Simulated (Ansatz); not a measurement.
```yaml
crystal:
  periodic: [false, false, false]
  atoms:
    - {symbol: Al, position_ang: [-0.966736, 1.148595, -1.255983]}
    - {symbol: S, position_ang: [-1.236179, 0.537409, 0.809002]}
    - {symbol: Sn, position_ang: [0.700907, -0.882466, 1.031138]}
    - {symbol: H, position_ang: [0.287083, 0.591864, -2.051121]}
    - {symbol: H, position_ang: [-2.033969, 2.127120, -1.886750]}
    - {symbol: H, position_ang: [0.593256, -2.155023, -0.097513]}
    - {symbol: H, position_ang: [0.641617, -1.469310, 2.628939]}
    - {symbol: H, position_ang: [2.106319, 0.044711, 0.766287]}
basis:
  gaussian: {orbitals: def2-SVPD, fitting: {mean_field: cc-pVTZ-jkfit}}
magnetization: {spin_polarized: true, initial_magnetization: 8}
hamiltonian: {xc: {name: BHLYP}, dispersion: d4}
output: {forces: true}
```

```sh
$ ansatz run in.yaml --threads 2 --pin off --events-out ev --progress --plain --max-ram 4352MiB
```

How does Ansatz answer? (Best estimate.)

The calculation gave: The input was rejected before any iteration.
```
Functional definition: BHLYP
Error: <dir> the basis set cc-pVTZ-JKFIT has no functions for Sn
```
